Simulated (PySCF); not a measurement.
Structure from 2D NMR

Compound of formula C$_{9}$H$_{9}$N. Correlations simulated from computed shifts and the bond graph:

HSQC (one-bond C–H):
```csv
δH,δC
8.38,144.1
6.86,118.6
5.24,87.7
4.97,72.9
3.29,40.4
```

COSY cross peaks (H two or three bonds apart, from the bond graph; peaks can be absent where the dihedral angle is near 90°):
```csv
δH,δH
8.38,6.86
5.24,3.29
```

HMBC (two and three bonds, from the bond graph):
```csv
δH,δC
8.38,"144.1, 141.9, 118.6"
6.86,"144.1, 141.9, 118.6, 40.4"
5.24,"210.0, 141.9, 72.9, 40.4"
4.97,"210.0, 87.7"
3.29,"210.0, 141.9, 118.6, 87.7"
```

Carbons without hydrogens: δ 210.0, 141.9.

PySCF 2.14.0 with density-fitted response routines calculation with geometry from PBE0-D3(BJ)/def2-SVP and KT2/pcSseg-1 with gauge-including orbitals; no solvent, non-relativistic Hamiltonian, one computed conformer, rapidly exchanging positions averaged.

References, each an isolated molecule treated in the same way: TMS for $^{1}$H, $^{13}$C.

Exchangeable hydrogens are left out of these lists.

Task: Assemble the structure.

Result: `C=C=CCc1ccncc1`.

Numbering as in the mapped SMILES `[CH2:1]=[C:2]=[CH:3][CH2:4][c:5]1[cH:6][cH:7][n:8][cH:9][cH:10]1`; H(Xn) means a hydrogen on atom n.

δC 210.0 is C2, a central carbon of an allene. δC 144.1 is C7/C9, an aromatic CH next to a ring nitrogen (δH 8.38). δC 141.9 is C5, a substituted aromatic carbon. δC 118.6 is C6/C10, an aromatic CH (δH 6.86). δC 87.7 is C3, a terminal carbon of a cumulated C=C=C unit (δH 5.24). δC 72.9 is C1, a terminal carbon of a cumulated C=C=C unit (δH 4.97). δC 40.4 is C4, an sp3 CH2 on an aromatic ring (δH 3.29). HMBC from δH 8.38 reaches the proton-free carbon C5. HMBC from δH 6.86 reaches the proton-free carbon C5. HMBC from δH 5.24 reaches the proton-free carbons C2, C5. HMBC from δH 4.97 reaches the proton-free carbon C2. COSY links 8.38–6.86, 5.24–3.29.

The data come from this structure; uniqueness wasn't tested.

Shifts are as computed. Against solution values, carbons near 30 ppm lie about +2 ppm off and those near 130 ppm about -5 ppm. Of 1211 compounds with measured shifts, 218 miss one by over three times the rms of a fit or turn the order of signals round; such compounds aren't used in these exercises.
